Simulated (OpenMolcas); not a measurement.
# Pt6+ in a point-charge field

Pt6+ among 4 point charges of -1.5 e arranged as a tetrahedron (Td), 2 Å from the ion.

```json
{
 "Program": "OpenMolcas",
 "Method": "SS-CASPT2, IPEA 0.25 Eh, imaginary shift 0.1 Eh (closed shells correlated: 4f 5s 5p)",
 "Basis": "ANO-RCC-VDZP [7s6p4d2f]",
 "Scalar Hamiltonian": "DKH2, point nucleus",
 "Active space": "4 electrons in 5 orbitals (5d)",
 "State averaging": "2S+1 = 5 even, 5 roots; 2S+1 = 3 even, 45 roots; 2S+1 = 1 even, 50 roots",
 "Spin-orbit coupling": "state interaction with AMFI integrals over the reference wave functions"
}
```

The lowest spin-free states (labels of Td), above the lowest:

```csv
State,Degeneracy,E (cm-1),Free-ion L (%)
5T2,3,0,D (100)
5E,2,2110,D (100)
3T1,3,19740,H (86)
3T2,3,20500,H (94)
3T1,3,21060,H (78)
3E,2,21870,H (98)
3T1,3,22020,P (68)
3T2,3,22950,F (60)
3T1,3,23800,F (56)
3A2,1,23820,F (100)
3T2,3,24350,G (64)
3E,2,25420,G (97)
3A1,1,26410,G (100)
3T1,3,26620,G (76)
1A1,1,28710,I (66)
1T1,3,29550,I (81)
3T2,3,30310,D (99)
1T2,3,30530,I (98)
1A1,1,31270,G (61)
1E,2,31400,I (63)
```

The lowest levels with spin-orbit coupling:

```tsv
E (cm-1)	Degeneracy	Label	2S+1
0	1	A1	5 (56 %)
7990	3	T1	5 (81 %)
13870	3	T2	5 (88 %)
14530	2	E	5 (88 %)
18050	3	T1	5 (81 %)
18620	3	T2	5 (78 %)
19440	1	A2	5 (77 %)
20670	3	T2	5 (56 %)
20710	2	E	5 (52 %)
20810	3	T1	5 (52 %)
20860	1	A1	5 (50 %)
28050	1	A1	3 (43 %)
30680	3	T1	3 (62 %)
30730	2	E	3 (63 %)
30990	3	T2	3 (66 %)
31010	1	A1	3 (60 %)
34160	1	A2	3 (81 %)
35220	3	T2	3 (83 %)
35850	3	T1	3 (83 %)
36300	3	T2	3 (74 %)
```

Powder χT (cm3 K/mol): 0 at 2 K, 0 at 10 K, 0.00464 at 50 K, 0.00929 at 100 K, 0.0186 at 200 K, 0.0279 at 300 K. The effective moment at 300 K is 2.828 √(χT) = 0.47 μB.

Roots that are degenerate in the reference are averaged as groups; the widest CASPT2 spread within a group is 91 cm-1 (the 3-fold group of multiplicity 3 near 20500 cm-1 above the lowest state of its run). Shifts and gaps below about the spread of the groups concerned are not significant. Spin-orbit coupling mixes the spin-free states strongly: the lowest level takes only 37 % from its leading state, 5T2. Point charges give a weaker field than real ligands, and real ions of this kind are as a rule low spin; the high spin found here belongs to the model. The ground term spreads over less than 5000 cm-1, several times less than with real ligands, so orbital moments are less quenched and χT lies further from the spin-only value than at real sites. Free-ion shares, where given, are those of the reference states; single-state CASPT2 does not remix them. Point charges carry no covalency, so the field is a model and not that of real ligands. No measured value stands beside these numbers.
